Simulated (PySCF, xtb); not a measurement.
B(H)(I)(OH) (BH2IO), SMILES OBI.

The structure is a stationary point at r2SCAN-D4/def2-TZVP. The def2 effective core potentials stand for the cores of I; spin–orbit coupling is left out. The values are those of a single conformer.

These are IEF-PCM-ωB97X/def2-SVP in PySCF 2.14.0 values and carry that method's errors.

The values are the electrostatic part of the solvation free energy, E(continuum) − E(gas) at the gas-phase geometry, in a cavity of scaled van der Waals radii (PySCF's table); cavitation and dispersion terms are not included. In vacuum the orbital gap is 11.49 eV. The dipole moment in vacuum is 1.31 D.

Computed values in water (ε = 78.36), benzene (ε = 2.27), ethanol (ε = 24.85):
| solvent | ε | ΔG(elec) (kcal/mol) | dipole (D) | gap (eV) |
|---|---|---|---|---|
| water | 78.36 | -4.0 | 1.71 | 11.62 |
| benzene | 2.27 | -1.8 | 1.48 | 11.55 |
| ethanol | 24.85 | -3.8 | 1.69 | 11.61 |

For comparison, GFN2-xTB/ALPB(water) (xtb, at the GFN2-xTB geometry, all terms of that model) gives -6.0 kcal/mol.
